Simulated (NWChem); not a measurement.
System: WS2Cl2; SMILES [Cl][W](=[S])([Cl])=[S]

Excerpt of the output:

```
             Northwest Computational Chemistry Package (NWChem) 7.3.0
             --------------------------------------------------------

 C2V symmetry detected

                             Geometry "geometry" -> ""
                             -------------------------

 Output coordinates in angstroms (scale by  1.889725989 to convert to a.u.)

  No.       Tag          Charge          X              Y              Z
 ---- ---------------- ---------- -------------- -------------- --------------
    1 W                   74.0000     0.00000000     0.00000000    -0.01275228
    2 S                   16.0000     0.00000000     1.72958073     1.30629828
    3 S                   16.0000     0.00000000    -1.72958073     1.30629828
    4 Cl                  17.0000     1.81475708     0.00000000    -1.20170225
    5 Cl                  17.0000    -1.81475708     0.00000000    -1.20170225

 Effective nuclear repulsion energy (a.u.)    1433.4287304479

      Symmetry information
      --------------------

 Group name             C2v
 Group number             16
 Group order               4
 No. of unique centers     3

                                Z-matrix (autoz)
                                --------

 Units are Angstrom for bonds and degrees for angles

      Type          Name      I     J     K     L     M      Value
      ----------- --------  ----- ----- ----- ----- ----- ----------
    1 Stretch                  1     2                       2.17517
    2 Stretch                  1     3                       2.17517
    3 Stretch                  1     4                       2.16955
    4 Stretch                  1     5                       2.16955
    5 Bend                     2     1     3               105.33868
    6 Bend                     2     1     4               109.40996
    7 Bend                     2     1     5               109.40996
    8 Bend                     3     1     4               109.40996
    9 Bend                     3     1     5               109.40996
   10 Bend                     4     1     5               113.53785

                           NWChem Geometry Optimization
                           ----------------------------

 maximum gradient threshold         (gmax) =   0.000450
 rms gradient threshold             (grms) =   0.000300
 maximum cartesian step threshold   (xmax) =   0.001800
 rms cartesian step threshold       (xrms) =   0.001200
 fixed trust radius                (trust) =   0.300000
 source of zmatrix                         =   autoz

          -------------------
          Energy Minimization
          -------------------

 Using diagonal initial Hessian
 Scaling for Hessian diagonals: bonds = 1.00  angles = 0.25  torsions = 0.10

          --------
          Step   0

                                 NWChem DFT Module
                                 -----------------

 Summary of "ao basis" -> "ao basis" (spherical)
 ------------------------------------------------------------------------------
       Tag                 Description            Shells   Functions and Types
 ---------------- ------------------------------  ------  ---------------------
 W                          def2-svp                12       32   6s3p2d1f
 S                          def2-svp                 8       18   4s3p1d
 Cl                         def2-svp                 8       18   4s3p1d

      Symmetry analysis of basis
      --------------------------

        a1         41
        a2         13
        b1         25
        b2         25

            General Information
            -------------------
          SCF calculation type: DFT
          Wavefunction type:  closed shell.
          No. of atoms     :     5
          No. of electrons :    80
           Alpha electrons :    40
            Beta electrons :    40
          Charge           :     0
          Spin multiplicity:     1
          Use of symmetry is: on ; symmetry adaption is: on
          Maximum number of iterations: 150
          AO basis - number of functions:   104
                     number of shells:    44
          Convergence on energy requested:  1.00D-06
          Convergence on density requested:  1.00D-05
          Convergence on gradient requested:  5.00D-04

              XC Information
              --------------
                         PBE0 Method XC Functional
                     Hartree-Fock (Exact) Exchange  0.250
          PerdewBurkeErnzerhof Exchange Functional  0.750
            Perdew 1991 LDA Correlation Functional  1.000 local
           PerdewBurkeErnz. Correlation Functional  1.000 non-local

[...]

      ----------------------
      Optimization converged
      ----------------------

  Step       Energy      Delta E   Gmax     Grms     Xrms     Xmax
  ---- ---------------- -------- -------- -------- -------- --------
@    5   -1782.95900586 -3.2D-07  0.00004  0.00002  0.00093  0.00162
                                     ok       ok       ok       ok

                                Z-matrix (autoz)
                                --------

 Units are Angstrom for bonds and degrees for angles

      Type          Name      I     J     K     L     M      Value     Gradient
      ----------- --------  ----- ----- ----- ----- ----- ---------- ----------
    1 Stretch                  1     2                       2.11568    0.00001
    2 Stretch                  1     3                       2.11568    0.00001
    3 Stretch                  1     4                       2.25911    0.00004
    4 Stretch                  1     5                       2.25911    0.00004
    5 Bend                     2     1     3               107.42396   -0.00001
    6 Bend                     2     1     4               108.66812    0.00000
    7 Bend                     2     1     5               108.66812    0.00000
    8 Bend                     3     1     4               108.66812    0.00000
    9 Bend                     3     1     5               108.66812    0.00000
   10 Bend                     4     1     5               114.52002   -0.00000

                         Geometry "geometry" -> "geometry"
                         ---------------------------------

 Output coordinates in angstroms (scale by  1.889725989 to convert to a.u.)

  No.       Tag          Charge          X              Y              Z
 ---- ---------------- ---------- -------------- -------------- --------------
    1 W                   74.0000     0.00000000     0.00000000     0.02714213
    2 S                   16.0000     0.00000000     1.70535022     1.27929759
    3 S                   16.0000     0.00000000    -1.70535022     1.27929759
    4 Cl                  17.0000     1.90021642     0.00000000    -1.19464876
    5 Cl                  17.0000    -1.90021642     0.00000000    -1.19464876

 Effective nuclear repulsion energy (a.u.)    1423.5418187322

      Symmetry information
      --------------------

 Group name             C2v
 Group number             16
 Group order               4
 No. of unique centers     3

                Final and change from initial internal coordinates
                --------------------------------------------------

                                Z-matrix (autoz)
                                --------

 Units are Angstrom for bonds and degrees for angles

[...]

 Rotational Constants
 --------------------
 A=   0.043166 cm-1  (  0.062105 K)
 B=   0.038445 cm-1  (  0.055312 K)
 C=   0.036880 cm-1  (  0.053061 K)

 Temperature                      =   298.15K
 frequency scaling parameter      =   1.0000

 Zero-Point correction to Energy  =    3.870 kcal/mol  (  0.006168 au)
 Thermal correction to Energy     =    8.268 kcal/mol  (  0.013176 au)
 Thermal correction to Enthalpy   =    8.860 kcal/mol  (  0.014120 au)

 Total Entropy                    =   87.816 cal/mol-K
   - Translational                =   43.146 cal/mol-K (mol. weight = 317.8328)
   - Rotational                   =   28.266 cal/mol-K (symmetry #  =        2)
   - Vibrational                  =   16.404 cal/mol-K

 Cv (constant volume heat capacity) =   20.542 cal/mol-K
   - Translational                  =    2.979 cal/mol-K
   - Rotational                     =    2.979 cal/mol-K
   - Vibrational                    =   14.583 cal/mol-K

[normal modes left out]

 ----------------------------------------------------------------------------
 Normal Eigenvalue ||           Projected Infra Red Intensities
  Mode   [cm**-1]  || [atomic units] [(debye/angs)**2] [(KM/mol)] [arbitrary]
 ------ ---------- || -------------- ----------------- ---------- -----------
    1       -0.000 ||    0.000000           0.000         0.000       0.000
    2       -0.000 ||    0.000000           0.000         0.000       0.000
    3       -0.000 ||    0.000025           0.001         0.024       0.019
    4        0.000 ||    0.000029           0.001         0.028       0.022
    5        0.000 ||    0.000023           0.001         0.022       0.017
    6        0.000 ||    0.000034           0.001         0.033       0.025
    7      113.281 ||    0.000078           0.002         0.076       0.059
    8      140.169 ||    0.000000           0.000         0.000       0.000
    9      147.191 ||    0.000140           0.003         0.136       0.105
   10      150.991 ||    0.000000           0.000         0.000       0.000
   11      193.911 ||    0.000258           0.006         0.252       0.194
   12      409.822 ||    0.033287           0.768        32.450      25.042
   13      420.905 ||    0.068407           1.578        66.687      51.463
   14      563.006 ||    0.073123           1.687        71.284      55.011
   15      569.276 ||    0.023983           0.553        23.380      18.043
 ----------------------------------------------------------------------------
```

Level: PBE0/def2-SVP with def2 effective core potentials on W. def2 effective core potentials on W; no spin-orbit coupling.

Task: Which NWChem input produces such a log?

Result: One answer among several that fit: the input that was run:
```
start job
memory heap 200 mb stack 900 mb global 1100 mb
geometry units angstroms
  W     -0.000891     0.000039    -0.000123
  S      1.548791     0.777756    -1.313511
  S      1.059780    -0.887505     1.678741
  Cl    -1.121654    -1.539302    -1.039966
  Cl    -1.233016     1.638369     0.710285
end
basis spherical
  * library def2-svp
end
ecp
  W library def2-ecp
end
dft
  xc pbe0
  iterations 150
end
driver
  maxiter 120
end
task dft optimize
dft
  grid fine
  convergence energy 1d-8 density 1d-7
end
task dft freq numerical
```
